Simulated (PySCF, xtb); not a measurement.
Si(H)(F)(NH2)2 (FH5N2Si), SMILES N[SiH](N)F.

The structure is a stationary point at B3LYP-D3(BJ)/def2-SVP. Other conformers were not sampled.

Calculation: C-PCM-M06-2X/def2-SVP (PySCF).

The values are the electrostatic part of the solvation free energy, E(continuum) − E(gas) at the gas-phase geometry, in a cavity of scaled van der Waals radii (PySCF's table); cavitation and dispersion terms are not included. In vacuum the orbital gap is 11.22 eV. The dipole moment in vacuum is 2.09 D.

```tsv
solvent	ε	ΔG(elec) (kcal/mol)	dipole (D)	gap (eV)
water	78.36	…	…	…
dichloromethane	8.93	-5.6	2.40	11.43
chloroform	4.71	-4.9	2.36	11.41
```

Some entries are withheld; supply them. (An estimate is asked for; the answer gives what the named calculation found.)


- water, ΔG(elec) (kcal/mol): -6.3
- water, dipole (D): 2.44
- water, gap (eV): 11.46

For comparison, GFN2-xTB/ALPB(water) (xtb, at the GFN2-xTB geometry, all terms of that model) gives -5.0 kcal/mol.
